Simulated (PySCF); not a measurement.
C₂H₁₁GeNSi.
Geometry (PBE0-D3(BJ)/def2-SVP, Å), atoms numbered from 1 in this order:
```xyz
16
C2H11GeNSi angstrom
C     -1.8958    0.5260    0.1382
C     -1.1416   -0.1093    1.2983
Ge     0.6922   -0.6435    0.8137
N      0.7701   -1.9043   -0.5360
Si     1.9201    1.2201   -0.0354
H     -1.4099    1.4547   -0.2039
H     -1.9439   -0.1521   -0.7296
H     -2.9326    0.7826    0.4091
H     -1.0777    0.5801    2.1570
H     -1.6643   -1.0109    1.6610
H      1.3895   -1.2773    2.0379
H      0.2823   -2.7750   -0.3390
H      0.4623   -1.5627   -1.4426
H      3.3878    0.9372   -0.0419
H      1.6740    2.4478    0.7855
H      1.4887    1.5126   -1.4397
```

Linear response at PBE0/def2-SVPD (PySCF, frozen core in the response, non-relativistic). Relativistic effects, spin–orbit coupling among them, are left out although an element past zinc is present.

Static isotropic polarisability: 96.27 au (14.27 Å³), principal values 86.7, 95.4, 106.7 au.

**Question.** What is the polarisability at 1064 nm and at the sodium D line?

**Answer.** 97.29 au at 1064 nm (+1.1 %), 99.70 au at 589.3 nm (+3.6 %). The rise at 589.3 nm is 3.38 times that at 1064 nm; a pure ω² law gives 3.26. The lowest singlet lies at 215 nm, shorter than both wavelengths.

**Question.** What is the isotropic C6 coefficient between two such molecules, C6 = (3/π)∫α(iω)² dω?

**Answer.** 3283 au (Eh·bohr⁶) by a ten-point quadrature over imaginary frequencies, which is 1960 eV·Å⁶ or 189 J·nm⁶/mol.

**Question.** Which effective excitation energy ω̄ makes London's formula C6 = (3/4)α²ω̄ exact here?

**Answer.** ω̄ = 4·C6/(3α²) = 0.472 Eh = 12.9 eV. A one-pole form α(ω) = α/(1 − ω²/ω̄²) fitted to the 1064 nm value gives 11.4 eV.

**Question.** How anisotropic is the static polarisability, by Δα² = ½[(α1 − α2)² + (α2 − α3)² + (α3 − α1)²]?

**Answer.** Δα = 17.4 au, or 0.18 of the isotropic value.

**Question.** What n − 1 at the D line would an ideal gas of it have at 273.15 K and 1 atm (2.6868 × 10¹⁹ cm⁻³), by n − 1 = 2π·N·α′?

**Answer.** 24.94 × 10⁻⁴, a formal value whether or not that pressure can be reached.

**Question.** How many electrons N does the Slater–Kirkwood formula C6 = (3/4)·√N·α^(3/2) need to give this C6?

**Answer.** N = (4·C6/3)²/α³ = 21.5; the species has 76 electrons in all.

**Question.** What three-body coefficient follows from the one-pole estimate C9 = (3/4)·α·C6?

**Answer.** 237000 au. This is an estimate from the two numbers above, not a computed integral.

**Question.** What molar refraction at the D line follows from R = (4π/3)·N_A·α′, with α′ the polarisability volume?

**Answer.** α′ = 14.77 Å³ gives R = 37.27 cm³/mol, for isolated, non-vibrating species.

**Question.** The lowest 6 singlets have (eV, f): 5.78, 0.016; 6.43, 0.020; 6.62, 0.019; 6.74, 0.021; 6.89, 0.039; 7.22, 0.023. What share of the static polarisability do they carry in the sum over states α = Σ f/ω²?

**Answer.** 2.31 au, 2.4 % of α; the largest term, 0.60 au, is that of the state at 6.89 eV. Their oscillator strengths add up to 0.14. Higher states carry the rest.

One conformer stands for the species.
